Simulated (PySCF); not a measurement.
# Which determinant of RbO lies lowest?

Unrestricted PBE0; Rb def2-SVPD with ECP28, O def2-SVPD; scalar-relativistic core potentials (PySCF 2.14). Outer shells of the fragments: Rb 5s1; O 2s2 2p4.

Followed along the bond (rough minima from three points):

```csv
2Ms+1,unpaired,⟨S²⟩ at the start,R at minimum (Å),Te (eV)
2,π ↑,0.76,2.51,0.00
2,σ ↑,0.76,2.36,0.00
4,"σ ↑, π ↑↑",3.75,none in the scan,≤ 2.72
```

Solutions found at the starting distance of 2.660 Å, counted from the lowest of them; the search is not exhaustive and high or unbound solutions are not listed, so other states can lie among these:

| 2Ms+1 | unpaired | term | E (eV) | ⟨S²⟩ | ⟨Lz²⟩ | μ (D) |
| --- | --- | --- | --- | --- | --- | --- |
| 2 | π ↑ | ²Π | 0.00 | 0.76 | 1.01 | -10.34 |
| 2 | σ ↑ | ²Σ⁺ | 0.16 | 0.76 | 0.00 | -10.91 |
| 4 | σ ↑, π ↑↑ | ⁴Σ⁻ | 2.80 | 3.75 | 0.00 | 1.47 |
| 2 | σ ↓, π ↑↑ | mixed | 2.84 | 1.75 | 0.00 | 1.88 |
| 4 | σ ↑↑, π ↑ | ⁴Π | 2.88 | 3.75 | 1.01 | 1.76 |
| 2 | σ ↑, π ↑↓ | mixed | 3.59 | 1.75 | 2.01 | 1.67 |

A term symbol is given only where ⟨S²⟩ and ⟨Lz²⟩ are close to those of a pure state; real π, δ and φ orbitals otherwise mix terms. A positive dipole means Rb(−)O(+).

Problem. Compare the gap between the two lowest followed solutions at the starting distance with the gap between their minima.

Solution. At PBE0 the second solution (doublet, unpaired electrons σ ↑) lies +0.16 eV from the first (doublet, unpaired electrons π ↑) at 2.660 Å and +0.00 eV at the minima; the two curves relax by different amounts, since their minima lie near 2.36 and 2.51 Å. A gap this small is a tie at this level.

Spin–orbit coupling is left out. Counting both spins, an empty level lies below a filled one in some of these solutions, because spin and occupation are held.
